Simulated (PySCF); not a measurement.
Spin states of SbN

Unrestricted PBE0; basis Sb def2-TZVPPD with ECP28, N def2-TZVPPD; scalar-relativistic core potentials; PySCF 2.14. Outer shells of the fragments: Sb 4d10 5s2 5p3; N 2s2 2p3.

Followed along the bond (rough minima from three points):

```tsv
2Ms+1	unpaired	⟨S²⟩ at the start	R at minimum (Å)	Te (eV)
1	none	0.00	1.81	0.00
3	π ↑↑	2.33	1.99	1.61
3	π ↑↑	2.01	1.97	2.25
5	π ↑↑↑↑	6.01	none in the scan	≤ 2.23
```

Solutions found at the starting distance of 2.020 Å, counted from the lowest of them; the search is not exhaustive and high or unbound solutions are not listed, so other states can lie among these:

```
2Ms+1  unpaired   term  E (eV)  ⟨S²⟩  ⟨Lz²⟩  μ (D)
    1      none    ¹Σ⁺    0.00  0.00   0.00  -4.00
    3      π ↑↑  mixed    0.89  2.33   2.02  -2.47
    3      π ↑↑  mixed    1.55  2.01   2.01  -2.78
    5    π ↑↑↑↑    ⁵Σ⁺    1.76  6.01   0.00  -1.14
    1      π ↑↓  mixed    1.79  1.01   2.12  -3.02
    3  σ ↑, π ↑  mixed    1.87  2.39   1.13  -2.46
```

A term symbol is given only where ⟨S²⟩ and ⟨Lz²⟩ are close to those of a pure state; real π, δ and φ orbitals otherwise mix terms. A positive dipole means Sb(−)N(+).

Task: Compare the gap between the two lowest followed solutions at the starting distance with the gap between their minima.

Result: At PBE0 the second solution (Ms = 1 of mixed spin, unpaired electrons π ↑↑) lies +0.89 eV from the first (singlet, closed shell) at 2.020 Å and +1.61 eV at the minima; the two curves relax by different amounts, since their minima lie near 1.99 and 1.81 Å.

Spin–orbit coupling is left out.
